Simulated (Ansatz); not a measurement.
Cartesian coordinates (Å):
```xyz
7

C     -1.5207    -0.0189     0.0450
C     -0.2143    -0.0026     0.0091
Si     1.4629     0.0182    -0.0369
H     -2.1199    -0.0498    -0.8639
H     -2.0693    -0.0025     0.9856
H      2.2140     1.2826    -0.0893
H      2.2469    -1.2272    -0.0260
```
Charge +1, spin multiplicity 2.

The numbers are results of frozen-core CCSD(T)/cc-pVQZ // ωB97X-D3(BJ)/def2-TZVP (Ansatz, a first-principles code), not measurements. The geometry is that of the parent before the electron was removed.

```
Item                           Result
----------------------  -------------
HF energy               -366.68635 Ha
MP2 correlation energy    -0.39733 Ha
```

### Question
Estimate the CCSD correlation energy, the (T) correction, the total energy and the T1 diagnostic.

### Answer

| Quantity | Value |
|---|---|
| CCSD correlation energy | -0.43830 Ha |
| (T) correction | -0.01984 Ha |
| CCSD(T) total energy | -367.14449 Ha |
| T1 diagnostic | 0.037 |
